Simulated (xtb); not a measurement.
C2H5FN2Si, SMILES N[Si@@H]1C=N[C@@H]1F. All values are semi-empirical tight-binding results from xtb (GFN2-xTB unless named), good for trends rather than for accurate numbers. Geometry optimised at GFN2-xTB. The structure was generated by enumeration; whether it is a known compound was not checked. The values are those of a single conformer.

- orbital gap: 2.66 eV
- dipole moment: 4.50 D
- zero-point energy: 45.2 kcal/mol
- G − E(el) at 298.15 K (modified RRHO): 25.4 kcal/mol
- static polarisability (D4 model): 65.7 bohr³
- solvation energy, GFN2-xTB/ALPB(water): -8.6 kcal/mol
- solvation energy, GFN2-xTB/ALPB(hexane): -5.4 kcal/mol
